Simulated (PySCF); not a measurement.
## Adding and removing an electron: KB

PBE0; basis K def2-SVPD, B def2-SVPD; no relativity; PySCF 2.14. Neutral (UKS): triplet (σ ↑, π ↑), Re = 2.874 Å, ωe = 275 cm⁻¹, De = 0.98 eV, HOMO -3.32 eV, LUMO -1.42 eV.

KB⁺ (UKS): doublet (σ ↑), Re = 3.362 Å, ωe = 142 cm⁻¹, De = 0.36 eV to K⁺ + B. The energies at the minima are -624.28784 hartree for KB and -624.10476 for KB⁺.

Question: Work out the adiabatic ionisation energy, without and with harmonic zero-point energies (1 hartree = 27.2114 eV, 1 eV = 8065.5 cm⁻¹), and the change of the bond length.

Answer: At PBE0: 0.18308 hartree = 4.982 eV between the minima; the zero-point term (142.0 − 275.0)/2 cm⁻¹ = -0.008 eV makes it 4.974 eV. Re changes by +48.8 pm against the neutral. The electron leaves a π orbital, and the ion is left as a loose complex of an ion and an atom.

Weak bonds: KB⁺. Basis-set superposition, not corrected here, can be much of De in a small basis, most of all at correlated wavefunction levels. For an ion De counts to the pair picked by the measured ionisation energies or electron affinities, which need not be the lowest pair at this level. States were picked by a PBE0 search and need not be the measured ground states.
